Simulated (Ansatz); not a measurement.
`[SiH3][SiH](S)[AsH2]` + `[NH2][InH2]` → `[AsH2][InH2]` + `N[SiH]([SiH3])S`  (redistribution)

Isolated molecules relaxed with PBE0-D4/def2-TZVP in Ansatz; ΔE leaves out vibrations. CBS: MP2 limit from def2 TZ/QZ plus the TZ coupled-cluster correction, frozen cores. Functionals use def2-TZVPP. Elements past krypton have def2 core potentials. For As, In outer-core shells are correlated without core-valence functions, which leaves a few kJ/mol of doubt a bond. Scalar relativity is left out up to krypton. One conformer a species, not always the lowest.

```tsv
level	ΔE (kJ/mol)
PBE0	-68.9
MP2/def2-QZVPP	-63.1
```

(1) What does CCSD(T)/CBS give? (An estimate is asked.)

Largest T1 diagnostic among the species: 0.016.

Answers

(1) Ansatz gave: -63.3 kJ/mol. The listed levels differ from it by -5.6, 0.2 kJ/mol.

In def2-TZVPP, CCSD(T) changes the Hartree–Fock value by +24.2 kJ/mol (the triples alone add +4.1 kJ/mol) and MP2 by +24.6 kJ/mol. The D4 term adds +4.8 kJ/mol with B3LYP and +2.7 kJ/mol with PBE0; it sums over pairs of atoms, weighted by their polarisabilities, and B3LYP, whose exchange is more repulsive, gets the larger term.

B3LYP here is the variant with VWN-RPA as its local correlation; programs differ in this.
